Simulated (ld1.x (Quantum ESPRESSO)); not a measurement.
Ag (Z = 47), TM semilocal: configuration errors across variants

| Item | Value |
| --- | --- |
| Element | Ag (Z = 47) |
| Generator | ld1.x (Quantum ESPRESSO) 7.5 |
| Type | norm-conserving Troullier–Martins (semilocal form) |
| Functional | LDA (PZ) |
| Relativity | scalar-relativistic |
| Frozen core | [Kr] |
| Valence charge | 11 |
| Reference configuration | 4d10 5s0.75 5p0.25 |
| Partial waves | 5p (bound): rc 3.90 bohr; 4d (bound): rc 1.15 bohr; 5s (bound): rc 2.45 bohr |
| Local potential | the s channel |
| Core correction | Bessel-smoothed model core inside 1.05 bohr |

All-electron excitation energies from the reference (eV): (1) 4d10 5s1 5p0 -0.973; (2) 4d10 5s0 5p0 7.129; (3) 4d9 5s0 5p0 29.512; (4) 4d10 5s0.5 5p0 2.212; (5) 4d9 5s1 5p0 12.405; (6) 4d8 5s0 5p0 65.946; (7) 4d7 5s0 5p0 117.873; (8) 4d10 5s0.75 5p0.25 spin -0.132; (9) 4d10 5s1 5p0 spin -1.122.

Spin tests fill each open shell by Hund’s rule, majority spin first.

A semilocal file is local in each channel, so a ghost entry of none says nothing of the separable form that plane-wave codes build from it.

Errors AE − PS in meV (a dash: test not solved or not reliable):

| change | (1) | (2) | (3) | (4) | (5) | (6) | (7) | (8) | (9) | bound ghosts |
| --- | --- | --- | --- | --- | --- | --- | --- | --- | --- | --- |
| base | +0.1 | -10 | -40 | -1.8 | -45 | -260 | -835 | 0.0 | +0.4 | none |
| wave 4d (bound): rc 1.15 bohr becomes 4d (bound): rc 0.80 bohr | +0.2 | -10 | -31 | -1.8 | -37 | -233 | -776 | 0.0 | +0.4 | none |
| wave 4d (bound): rc 1.15 bohr becomes 4d (bound): rc 0.90 bohr | +0.1 | -10 | -36 | -1.8 | -41 | -247 | -808 | 0.0 | +0.4 | none |
| wave 4d (bound): rc 1.15 bohr becomes 4d (bound): rc 1.04 bohr | +0.1 | -10 | -39 | -1.8 | -44 | -257 | -829 | 0.0 | +0.4 | none |
| wave 4d (bound): rc 1.15 bohr becomes 4d (bound): rc 1.38 bohr | +0.1 | -10 | -41 | -1.7 | -46 | -263 | -842 | 0.0 | +0.4 | none |
| wave 4d (bound): rc 1.15 bohr becomes 4d (bound): rc 1.52 bohr | +0.1 | -10 | -42 | -1.8 | -47 | -268 | -852 | 0.0 | +0.4 | none |
| wave 4d (bound): rc 1.15 bohr becomes 4d (bound): rc 1.74 bohr | +0.2 | -9.9 | -46 | -1.7 | -49 | -283 | -878 | 0.0 | +0.4 | none |

Give the same row for: wave 4d (bound): rc 1.15 bohr becomes 4d (bound): rc 1.24 bohr.

+0.1, -10, -40, -1.7, -45, -261, -838, +0.1, +0.4; bound ghosts: none.
